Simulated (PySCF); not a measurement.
C₂Cl₂F₂, SMILES C(/Cl)(F)=C(/F)Cl. Atoms are numbered in the order given.

```xyz
6

F      1.7125    -0.4457     0.0000
C      0.3925    -0.5431     0.0000
Cl    -0.2234    -2.1459     0.0000
C     -0.3925     0.5431     0.0000
F     -1.7125     0.4457     0.0000
Cl     0.2234     2.1459     0.0000
```

Geometry optimised at B3LYP-D3(BJ)/def2-SVP.

Computed with SMD-B3LYP/def2-SVP (PySCF).

Solvation free energies are E(SMD) − E(gas) at the gas-phase geometry, for 1 M in both phases. In vacuum the dipole moment is 0.00 D.

**Question.** Rank water, chloroform, 1-octanol by solvation free energy, most negative first.

**Answer.** chloroform (-1.4 kcal/mol), 1-octanol (-0.6 kcal/mol), water (3.0 kcal/mol)
